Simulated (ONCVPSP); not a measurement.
**praseodymium, ONCV: configuration errors across variants**

```json
{
 "Element": "praseodymium (Pr)",
 "Generator": "ONCVPSP 4.0.1",
 "Type": "optimised norm-conserving Vanderbilt (ONCV)",
 "Functional": "LDA (Perdew-Wang 92)",
 "Relativity": "scalar-relativistic",
 "Frozen core": "[Kr] 4d10 4f2",
 "Valence charge": "11",
 "Reference configuration": "5s2 5p6 5d1 6s2",
 "Partial waves": "5s+6s: rc 2.15 bohr, ncon 4, nbas 8, qcut 4.5 1/bohr, 2 projectors; 5p: rc 1.85 bohr, ncon 4, nbas 7, qcut 3.8 1/bohr, 2 projectors, debl 1.4 Ha; 5d: rc 3.75 bohr, ncon 3, nbas 7, qcut 4.4 1/bohr, 2 projectors, debl 3 Ha; f scattering state at 0.13 Ha: rc 2.80 bohr, ncon 5, nbas 8, qcut 4.6 1/bohr, 2 projectors, debl 3.8 Ha",
 "Local potential": "polynomial inside 1.60 bohr (lpopt 1, dvloc0 1 Ha)",
 "Core correction": "polynomial model core, fcfact 0.55"
}
```

All-electron excitation energies from the reference (eV): (1) 5s2 5p6 5d1 6s1 6.366; (2) 5s2 5p6 5d1 6s0 17.889; (3) 5s2 5p6 5d0 6s0 37.410; (4) 5s1 5p6 5d1 6s2 47.564.

2 further variants failed, have other tests or too few solved ones, and are left out.

A true bound ghost makes a file unfit for plane-wave use even where its test errors are small: the radial tests pick states by their node count and pass the ghost by.

Errors AE − PS in meV (a dash: test not solved or not reliable):

```tsv
change	(1)	(2)	(3)	(4)	bound ghosts	GHOST(+) flags above zero
base	-3.1	-18	-55	-283	none	s, d, f
all radii but the core radius scaled by about 0.91 (s 1.94, p 1.68, d 3.40, f 2.54 bohr); local potential polynomial inside 1.44 bohr (lpopt 1, dvloc0 1 Ha)	-3.5	-20	-70	-231	f	s, d, f
all radii but the core radius scaled by about 0.96 (s 2.06, p 1.76, d 3.58, f 2.68 bohr); local potential polynomial inside 1.52 bohr (lpopt 1, dvloc0 1 Ha)	-0.5	-2.3	-60	-215	none	s, d, f
all radii but the core radius scaled by about 1.13 (s 2.42, p 2.08, d 4.24, f 3.16 bohr); local potential polynomial inside 1.80 bohr (lpopt 1, dvloc0 1 Ha)	-4.0	-25	-22	-386	none	none
all radii but the core radius scaled by about 1.19 (s 2.56, p 2.20, d 4.46, f 3.34 bohr); local potential polynomial inside 1.90 bohr (lpopt 1, dvloc0 1 Ha)	-3.6	-24	+4.9	-452	none	none
all radii but the core radius scaled by about 1.26 (s 2.72, p 2.34, d 4.74, f 3.54 bohr); local potential polynomial inside 2.02 bohr (lpopt 1, dvloc0 1 Ha)	-2.8	-22	+41	-547	none	s
all radii but the core radius scaled by about 1.32 (s 2.84, p 2.44, d 4.94, f 3.68 bohr); local potential polynomial inside 2.10 bohr (lpopt 1, dvloc0 1 Ha)	-11	-75	+84	-645	none	none
```

Q: Give the same row for: all radii but the core radius scaled by about 1.08 (s 2.32, p 2.00, d 4.06, f 3.04 bohr); local potential polynomial inside 1.74 bohr (lpopt 1, dvloc0 1 Ha).

A: -3.8, -23, -38, -343; bound ghosts: none; GHOST(+) flags above zero: s.
